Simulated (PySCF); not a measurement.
Cyanoethynyl isothiocyanate, C4N2S.
InChI=1S/C4N2S/c5-2-1-3-6-4-7

The closed-shell ground state was solved at several levels (PySCF, density fitting, gas phase, non-relativistic). Isolated species at its PBE0-D3(BJ)/def2-SVP geometry, gas phase.

```csv
level,basis functions,HOMO (eV),LUMO (eV),gap (eV),dipole (D)
B3LYP/6-31G*,102,-7.47,-2.58,4.89,3.63
PBE0/pcSseg-1,126,-7.98,-2.72,5.26,4.06
B3LYP/cc-pVTZ,214,-7.66,-2.80,4.86,4.12
PBE0/def2-SVPD,147,-7.97,-2.75,5.22,4.07
PBE/pcSseg-2,259,-6.91,-3.46,3.45,4.19
```

(1) What might B3LYP/def2-TZVP (223 basis functions) give for the same quantities?

(2) Over all these levels, which gives the widest orbital gap and which the narrowest?

(3) How much does the basis alone move the frontier levels among the 3 B3LYP rows (the withheld one included)?

(4) How far do the dipole and the HOMO energy spread over the levels?

Answers

(1) HOMO -7.67 eV, LUMO -2.83 eV, gap 4.84 eV, dipole 4.25 D.

(2) PBE0/pcSseg-1 (global hybrid, 25 % exact exchange) has the widest, 5.26 eV, and PBE/pcSseg-2 (GGA) the narrowest, 3.45 eV. Functional and basis both differ between the two, so the spread mixes both effects.

(3) The HOMO by 0.20 eV and the LUMO by 0.25 eV. By rising basis size (HOMO, LUMO in eV): 6-31G* -7.47, -2.58; cc-pVTZ -7.66, -2.80; def2-TZVP -7.67, -2.83.

(4) The dipole runs from 3.63 to 4.25 D (mean 4.05 D) and the HOMO from -7.98 to -6.91 eV.
